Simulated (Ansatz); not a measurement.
`C[Si](F)([SiH3])Cl` → `C[Si]Cl` + `F[SiH3]`  (silylene formation by 1,1-elimination)

Computed with Ansatz on PBE0-D4/def2-TZVP structures; ΔE is electronic, products minus reactants. CCSD(T)/CBS is the MP2 limit (def2-TZVPP, def2-QZVPP) plus CCSD(T) − MP2 in def2-TZVPP, frozen cores. This one scheme is used for every species. DFT in def2-TZVPP.

(1) Is it downhill or uphill in electronic energy at CCSD(T)/CBS, and by how much? (Best estimate.)

(2) What do these levels give: revPBE-D4, BHLYP-D4, r2SCAN0, BHLYP, CCSD(T)/def2-TZVPP, HF/CBS(def2)? (An estimate is asked.)

Largest T1 diagnostic among the species: 0.012.

## Answers

(1) Ansatz gave: Uphill: ΔE = +2.11 eV.

(2) Computed: revPBE-D4 2.18, BHLYP-D4 2.18, r2SCAN0 2.33, BHLYP 2.01, CCSD(T)/def2-TZVPP 2.07, HF/CBS(def2) 1.87 eV.

In def2-TZVPP, CCSD(T) changes the Hartree–Fock value by +0.18 eV (the triples alone add +0.03 eV) and MP2 by +0.28 eV. The D4 term adds +0.18 eV with B3LYP and +0.10 eV with PBE0; it sums over pairs of atoms, weighted by their polarisabilities, and B3LYP, whose exchange is more repulsive, gets the larger term. At CCSD(T), def2-SVP lies −0.14 eV from the extrapolated value and def2-TZVPP −0.05 eV.

B3LYP here is the variant with VWN-RPA as its local correlation; programs differ in this.
